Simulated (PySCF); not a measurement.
Vertical excitation energies

C6H9NS.
SMILES: `N#CC1(S)CCCC1`

The calculation used TDDFT wB97X-D/def2-SVPD, vertical, gas phase, core orbitals frozen in the response (PySCF). The structure is a single PBE0-D3(BJ)/def2-SVP conformer in the gas phase; no vibrational or solvent corrections.

Task: Predict the UV-vis stick spectrum at this level.

Result: 

```tsv
state	E (eV)	ν̃ (cm⁻¹)	f	|μ| (D)	main configurations (H = HOMO, L = LUMO)
S1	5.37	43310	0.0011	0.24	H→L (88%)
S2	6.48	52230	0.031	1.12	H→L+1 (80%), H→L+2 (8%)
S3	7.27	58630	0.0018	0.25	H-2→L (20%), H→L+2 (16%), H→L+4 (12%)
S4	7.38	59530	0.015	0.73	H-2→L (27%), H→L+2 (22%), H→L+4 (10%)
S5	7.67	61880	0.077	1.62	H-1→L (35%), H-2→L (12%)
S6	7.82	63080	0.017	0.75	H→L+4 (25%), H→L+2 (15%), H→L+5 (12%)
```

The lowest singlet lies at 5.37 eV (231 nm, ultraviolet) and is very weak; its leading configuration is HOMO→LUMO (88%). The most intense listed level is S5 at 7.67 eV (162 nm, f = 0.077), 2.30 eV above S1. Löwdin shares by element: HOMO sulfur 74%, carbon 12% or more, hydrogen 6% or more; LUMO sulfur 48%, carbon 24% or more, nitrogen 10% (atoms not listed hold the other 19%). Orbital energies (eV): HOMO-3 -11.63, HOMO-2 -11.20, HOMO-1 -11.05, HOMO -9.32, LUMO 1.21, LUMO+1 1.74, LUMO+2 2.18. Of the 6 states listed, 4 reach f = 0.01 and none stays under 0.0005. The listed states span 2.45 eV, and the widest gap between neighbours is 1.11 eV (S1 to S2). Singlets were solved by full linear response.
